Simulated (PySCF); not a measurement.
How well do the runs reproduce experiment for 1,1,1-trichlorotrifluoroethane?

**What was measured.**

NIST CCCBDB Release 22 (SRD 101), experimental dipoles lists, for the gas: dipole moment 0.74 ± 0.07 D.

The runs below try to reproduce these values; the comparison stands at the end.

Compound: 1,1,1-trichlorotrifluoroethane, C2Cl3F3.
Atom-mapped SMILES: `[F:1][C:2]([F:3])([F:4])[C:5]([Cl:6])([Cl:7])[Cl:8]`

Cartesian coordinates in Å at the PBE0-D3(BJ)/def2-SVP level; atoms count from 1:
```xyz
8
C2Cl3F3 angstrom
F     -1.1196    0.9710    0.9738
C     -0.6706    0.4347   -0.1488
F     -1.6107   -0.3474   -0.6536
F     -0.4138    1.4038   -1.0119
C      0.6188   -0.3915    0.1304
Cl     1.8433    0.6898    0.7993
Cl     0.2248   -1.6668    1.2856
Cl     1.1769   -1.0887   -1.3920
```

The PySCF runs (gas phase, on this PBE0-D3(BJ)/def2-SVP geometry; no spin–orbit coupling):

```
                             level                                          job  basis functions  wall time
PBE0-D3(BJ)/def2-SVP, grid level 2  geometry optimisation from a GFN2-xTB start              124       60 s
```

Hardware: one thread, Arm Neoverse V1 (aarch64), no GPU, shared host.

Results beside the measurements:

**Dipole moment.** Measured: 0.74 D (NIST CCCBDB Release 22 (SRD 101), experimental dipoles).

| level | computed (D) | computed − measured (D) | % (from the printed values) |
| --- | --- | --- | --- |
| PBE0-D3(BJ)/def2-SVP | 0.55 | -0.19 | -26 |

The computed dipoles belong to one fixed geometry; measured ones are averaged over vibrations unless marked μe. Magnitudes are compared, not signs.

The geometry is computed, not the measured one. Where a level misses, the cause wasn't examined.
